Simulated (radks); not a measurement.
Task: These are the eigenvalues of the occupied orbitals of an atom or ion with whole-number occupations (Ry). Calculated with a radial shooting solver on a logarithmic mesh with Libxc functionals: scalar-relativistic Kohn-Sham, PBE, spin-unpolarised, spherical densities, point nucleus.

| orbital | eigenvalue |
|---|---|
| 1s | -395.5335 |
| 2s | -45.50120 |
| 2p | -38.19191 |
| 3s | -6.37798 |
| 3p | -4.45280 |
| 3d | -1.56675 |

Which element is it, and in what charge state? The configuration may be excited.

Result: Z = 23, vanadium, charge +2: V2+ in [Ar] 3d3. The list shows which subshells hold electrons but not how many an open one holds; the 1s level, -197.77 hartree, gives Z - s = 19.9 by -(Z - s)^2/2, which with screening and relativity narrows Z to a few neighbours, and the depths of the outer levels then fix element, charge and occupations together.
